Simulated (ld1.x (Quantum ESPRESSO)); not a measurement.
Mo: one change to a TM potential, before and after

* Element: Mo (Z = 42)
* Generator: ld1.x (Quantum ESPRESSO) 7.5
* Type: norm-conserving Troullier–Martins (Kleinman–Bylander form)
* Functional: PBEsol
* Relativity: scalar-relativistic
* Frozen core: [Ar] 3d10 4s2
* Valence charge: 12
* Reference configuration: 4p6 4d6 5s0 5p0
* Partial waves: 5s (bound, empty): rc 2.80 bohr; 4p (bound): rc 1.65 bohr; 4d (bound): rc 2.60 bohr
* Local potential: the d channel
* Core correction: none

Change: local potential the p channel.

Cutoffs: the cutoffs (Ry, on a coarse ladder) from which the occupation-weighted sum of valence levels, in a spherical-Bessel basis at the reference potential, stays within 10 and 1 mRy of its value at 400 Ry; they do not see the model core or the augmentation charge, which bear on the density cutoff. Errors are all-electron minus pseudo energies relative to the spin-unpolarised reference configuration.

Problem. How do hardness, ghosts and transferability respond?

Solution. The potential gets neither clearly harder nor softer (45 Ry and 55 Ry → 45 Ry and 55 Ry); both files keep a bound ghost (s); of the 7 tests that both files solve, the error grows in 0 and shrinks in 7 by more than 15 % and 0.3 meV (median size 30.0 → 9.7 meV); the range in which the p phases agree narrows (upper end 3.5 → 0.2).

| quantity | base | changed |
| --- | --- | --- |
| cutoff, loose | 45 Ry | 45 Ry |
| cutoff, tight | 55 Ry | 55 Ry |
| bound ghosts | s | s |
| error for 4p6 4d5 5s1 5p0, meV [ΔE -0.77 eV] | -13 | -9.7 |
| error for 4p6 4d5 5s0 5p0, meV [ΔE 6.13 eV] | -6.9 | +0.1 |
| error for 4p6 4d4 5s0 5p0, meV [ΔE 21.59 eV] | -30 | +6.9 |
| error for 4p6 4d5 5s0.5 5p0, meV [ΔE 1.97 eV] | -8.0 | -3.4 |
| error for 4p6 4d4 5s1 5p0, meV [ΔE 7.31 eV] | -41 | -24 |
| error for 4p6 4d4 5s1 5p1, meV [ΔE 2.99 eV] | -69 | +46 |
| error for 4p6 4d4 5s2 5p0, meV [ΔE -0.60 eV] | -67 | -56 |
| s: phases at 3.06 bohr within 0.05 rad from the reference energy up to (Ry; the scan ends near 5) | n/a | n/a |
| p: phases at 3.06 bohr within 0.05 rad from the reference energy up to (Ry; the scan ends near 5) | 3.5 | 0.2 |
| d: phases at 3.06 bohr within 0.05 rad from the reference energy up to (Ry; the scan ends near 5) | 1.2 | 1.6 |

 A true bound ghost makes a file unfit for plane-wave use even where its test errors are small: the radial tests pick states by their node count and pass the ghost by.
